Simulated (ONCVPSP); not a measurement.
LDA (Perdew-Zunger) ONCV dataset for oxygen, scalar-relativistic all-electron reference.

* Element: O
* Generator: ONCVPSP 4.0.1
* Type: optimised norm-conserving Vanderbilt (ONCV)
* Functional: LDA (Perdew-Zunger)
* Relativity: scalar-relativistic
* Frozen core: [He]
* Valence charge: 6
* Reference configuration: 2s1.5 2p4.5
* Partial waves: 2s: rc 0.80 bohr, ncon 4, nbas 7, qcut 8.9 1/bohr, 3 projectors, debl 2.9 Ha; 2p: rc 1.45 bohr, ncon 4, nbas 7, qcut 9.6 1/bohr, 1 projector; d scattering state at 0.16 Ha: rc 1.30 bohr, ncon 4, nbas 8, qcut 6.4 1/bohr, 2 projectors, debl 3.4 Ha
* Local potential: polynomial inside 0.75 bohr (lpopt 5, dvloc0 0 Ha)
* Core correction: none

All-electron outer shells of the reference configuration (LDA (Perdew-Zunger), scalar-relativistic, ld1.x):

| shell | level (eV) | outermost node (bohr) | outermost maximum (bohr) |
| --- | --- | --- | --- |
| 1s | -511.20 | – | 0.13 |
| 2s | -23.99 | 0.28 | 0.88 |
| 2p | -9.40 | – | 0.82 |

Q: Estimate the cutoffs (Ha) at which the residual kinetic energy of the hardest occupied pseudo-wave falls to 1 and 0.1 mHa per electron.

A: 41 Ha and 146 Ha.

Q: Does the potential have ghost states?

A: Ghosts flagged at negative energy: s at -368.1 eV; GHOST(+) flags only above 600 eV. A true bound ghost makes a file unfit for plane-wave use.

Q: Which valence shell sets the plane-wave cutoff?

A: 2s: 41 Ha for 1 mHa per electron, against 32 Ha for 2p.

Q: Tests: 2s2 2p4; 2s2 2p3; 2s2 2p2; 2s2 2p3.5. Which has the largest error in its energy relative to the reference configuration, and how large is it?

A: 2s2 2p2, with +222 meV (all-electron minus pseudo) on +43.01 eV.
